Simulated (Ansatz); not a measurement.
C$_{2}$H$_{9}$NSi (`CCN[SiH3]`). Total charge 0; spin multiplicity 1.

```csv
atom,x (Å),y (Å),z (Å)
C1,-0.3741,1.8689,-0.4767
C2,-0.2136,0.3778,-0.6992
N3,-0.2075,-0.3585,0.5491
Si4,0.6321,-1.8366,0.7757
H5,0.4326,2.2533,0.1507
H6,-0.3684,2.4096,-1.4263
H7,-1.3227,2.0865,0.0232
H8,0.7391,0.1868,-1.2059
H9,-0.9987,0.0229,-1.3832
H10,-1.0204,-0.1833,1.1196
H11,0.5139,-2.2004,2.2117
H12,2.0569,-1.6368,0.3952
H13,0.1307,-2.9901,-0.0338
```

(1) List the harmonic frequencies (cm⁻¹, unscaled) at PBE0-D4/def2-TZVP in Ansatz. (Best estimate.)

(2) Is this a minimum?

(3) Give the ideal-gas thermochemistry at 298.15 K and 1 bar (rigid rotor, harmonic oscillator; point group C1, symmetry number 1).

(4) And at 400, 500, 600, 800 and 1000 K?

(5) Rotational constants (cm⁻¹)?

Answers

(1) Ansatz gave: 59, 123, 186, 269, 365, 432, 676, 699, 788, 837, 914, 959, 968, 987, 1095, 1130, 1173, 1293, 1371, 1402, 1434, 1482, 1487, 1507, 2167, 2215, 2230, 2986, 3044, 3055, 3116, 3133, 3613.

(2) Yes, all 33 modes are real.

(3) Zero-point energy 282.3 kJ/mol; H(298) − E = 302.3 kJ/mol; entropy 332.2 J/(mol·K), of which translation 162.7, rotation 106.1, vibration 63.3; G(298) − E = 203.3 kJ/mol. Modes under 100 cm⁻¹ are hindered rotations or soft bends, so the harmonic entropy is rough.

(4) 
| T (K) | H − E (kJ/mol) | S (J/mol/K) | G − E (kJ/mol) |
| --- | --- | --- | --- |
| 400 | 314.1 | 366.0 | 167.7 |
| 500 | 328.2 | 397.4 | 129.5 |
| 600 | 344.4 | 426.9 | 88.3 |
| 800 | 382.0 | 480.8 | -2.6 |
| 1000 | 425.0 | 528.6 | -103.6 |

(5) 0.7168, 0.08156, 0.07926.
